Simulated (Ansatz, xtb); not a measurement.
HOPTe: where a starting geometry ends

The starting geometry of this gas-phase singlet has its atoms placed at random.

```json
{"atom": "O", "x (Å)": "0.0098", "y (Å)": "-1.3502", "z (Å)": "-0.4447"}
{"atom": "P", "x (Å)": "0.7051", "y (Å)": "-0.2853", "z (Å)": "1.1053"}
{"atom": "Te", "x (Å)": "-1.7698", "y (Å)": "0.6111", "z (Å)": "0.0233"}
{"atom": "H", "x (Å)": "-0.5638", "y (Å)": "-1.0043", "z (Å)": "0.4603"}
```

One run relaxed it with r2SCAN-D4/def2-SVP. What is a likely outcome?

It ends as `OP=[Te]`. Distances that change by over a tenth: O1–H4 (1.13 → 0.98 Å). Contacts that open: P2–H4 (1.59 → 2.22 Å), Te3–H4 (2.06 → 3.06 Å). Contacts that close: O1–P2 (2.00 → 1.65 Å), P2–Te3 (2.85 → 2.31 Å).

The energy falls by 5.34 eV over 12 steps:

```
step  E − E(last) (eV)
   1             5.344
   2             3.799
   3             2.107
   5             0.515
   6             0.176
   7             0.009
   8             0.001
  10             0.000
  11             0.000
  12             0.000
```

Final geometry (Å):

```xyz
4

O     0.2553   -1.4960    0.1694
P     0.4078    0.0701    0.6554
Te   -1.6341    1.1195    0.4417
H    -0.6478   -1.7225   -0.1224
```

From the same start GFN2-xTB reaches the same bonding as this run.

From so rough a start the end depends on the optimiser's path, so another program may land elsewhere. The end wasn't checked by frequencies. Atoms past krypton carry core potentials, without spin–orbit terms. Run with Ansatz 0.2.0, 27 s on 1 thread of Arm Neoverse V1 (shared host).
